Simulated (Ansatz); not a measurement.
CH5AlO2Si. The species carries charge 0 and has multiplicity 1. The bonds changed during the relaxation, so this is another structure than the one it started from. All single points use the PBE0-D4/def2-TZVP geometry. It is one conformer, not always the lowest.

```xyz
10

O     0.570   -1.229   -0.581
C    -0.492   -0.128   -0.932
Si    0.407    1.503   -0.586
Al    0.032   -0.195    0.949
O    -0.293   -1.127    2.323
H     0.108   -2.075   -0.610
H    -1.031   -0.443   -1.819
H     1.535    2.014   -1.426
H    -0.674    2.523   -0.544
H    -0.163   -0.845    3.225
```

What is the dipole moment at r2SCAN/def2-TZVPP? (Best estimate.)

The calculation gave: 1.75 D, with components (-0.26, -1.52, 0.82) D in this frame, pointing from negative to positive charge.

And with PBE, B3LYP, ωB97M-V? (Estimate.)

Ansatz gave: PBE 1.72 D, B3LYP 1.59 D, ωB97M-V 1.66 D.

Give the Mulliken charges with r2SCAN, PBE, ωB97M-V in def2-TZVPP. (Estimate.)

Ansatz gave: 
```json
{"atom": "O1", "r2SCAN": "-0.19", "PBE": "-0.15", "ωB97M-V": "-0.18"}
{"atom": "C2", "r2SCAN": "-0.28", "PBE": "-0.21", "ωB97M-V": "-0.27"}
{"atom": "Si3", "r2SCAN": "0.11", "PBE": "0.05", "ωB97M-V": "0.06"}
{"atom": "Al4", "r2SCAN": "0.48", "PBE": "0.33", "ωB97M-V": "0.39"}
{"atom": "O5", "r2SCAN": "-0.43", "PBE": "-0.36", "ωB97M-V": "-0.38"}
{"atom": "H6", "r2SCAN": "0.21", "PBE": "0.20", "ωB97M-V": "0.19"}
{"atom": "H7", "r2SCAN": "0.08", "PBE": "0.10", "ωB97M-V": "0.12"}
{"atom": "H8", "r2SCAN": "-0.10", "PBE": "-0.08", "ωB97M-V": "-0.05"}
{"atom": "H9", "r2SCAN": "-0.07", "PBE": "-0.05", "ωB97M-V": "-0.03"}
{"atom": "H10", "r2SCAN": "0.19", "PBE": "0.18", "ωB97M-V": "0.16"}
```

B3LYP here is the variant with VWN-RPA as its local correlation; programs differ in this.
